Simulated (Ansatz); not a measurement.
Ansatz results at the PBE0-D4/def2-TZVP geometry: HOMO–LUMO gap (PBE/def2-TZVPP) 3.50 eV; size of the dipole moment (B3LYP/def2-TZVPP) 1.67 D; LUMO energy (ωB97M-V/def2-TZVPP) -0.33 eV.

Question: Which molecule gave them?
A. `CC#CCCC`
B. `CC(=N)BO`
C. `[AlH2][C]1(Cl)BO1`
D. `BC1=C(C)S1`

Answer: C. The others give `BC1=C(C)S1`: 1.88, 2.99, -0.47; `CC(=N)BO`: 3.39, 2.12, 0.85; `CC#CCCC`: 6.11, 0.12, 2.55.

B3LYP here is the variant with VWN-RPA as its local correlation; programs differ in this.
